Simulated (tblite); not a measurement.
C₄H₄FNOS (charge -1 and doublet state).
Structure used (GFN2-xTB), in Å, numbered top down from 1:
```
atom  x, y, z in Å
N1    -2.321    1.798   -0.914
C2    -2.070    0.790   -0.411
C3    -1.620   -0.418    0.227
C4    -0.170   -0.243    0.598
S5     0.304    0.558    1.999
O6     0.637   -0.218   -0.598
C7     1.957   -0.053   -0.423
F8     2.643   -1.276   -0.502
H9    -1.738   -1.262   -0.464
H10   -2.200   -0.594    1.137
H11    2.377    0.551   -1.240
H12    2.202    0.367    0.567
```

Computed with GFN2-xTB (tblite): harmonic, unscaled wavenumbers at the GFN2-xTB geometry, gas phase. The method is semi-empirical: single wavenumbers can be off by several per cent or more. One conformer, not necessarily the lowest. Open shells enter through the occupations alone, without spin polarisation, and single modes of such species can be off by tens of per cent.

Harmonic wavenumbers (cm⁻¹): 41.3, 55.4, 86.8, 123.5, 250.3, 272.7, 293.0, 357.5, 421.7, 482.5, 539.3, 682.0, 842.7, 862.5, 966.4, 995.2, 1080.6, 1116.3, 1156.6, 1195.5, 1224.7, 1251.2, 1332.2, 1393.9, 1404.8, 2319.1, 2846.3, 2883.2, 2890.3, 2957.8.

A = 2511, B = 1102, C = 883.1 MHz; mass 133.000 u (most abundant isotopes); point group C1, symmetry number 1; spin multiplicity 2.

**Question.** Zero-point energy?

**Answer.** Half the sum of the wavenumbers: 16163 cm⁻¹ = 46.21 kcal/mol.

**Question.** Entropy at 350 K, 1 bar (ideal gas, RRHO, classical rotation)?

**Answer.** Translation 41.39, rotation 29.74, vibration 29.78, spin (R ln 2) 1.38: S = 102.3 cal/(mol K).

**Question.** And Cp and H(350 K) − H(0)?

**Answer.** Cp = 34.02 cal/(mol K), of which vibrations give 26.07 (their classical limit is 30 R = 59.6); H(350 K) − H(0) = 7.85 kcal/mol without the zero-point energy, 5.06 from vibrations.

**Question.** What must be added to the electronic energy to get the Gibbs energy at 350 K and 1 bar?

**Answer.** ZPE + [H(350 K) − H(0)] − T·S = 46.21 + 7.85 − 35.80 = 18.26 kcal/mol.

**Question.** Which modes carry the vibrational entropy at 350 K?

**Answer.** 41.3 cm⁻¹: 5.51; 55.4 cm⁻¹: 4.93; 86.8 cm⁻¹: 4.05; 123.5 cm⁻¹: 3.36; 250.3 cm⁻¹: 2.02; 272.7 cm⁻¹: 1.86 cal/(mol K); the other 24 give 8.06 together.

Hindered rotation and anharmonicity are outside this model. Other conformers, if any are populated, would add a mixing term that is left out. The structure is chiral; the term R ln 2 for an equal mix with its mirror image is left out.
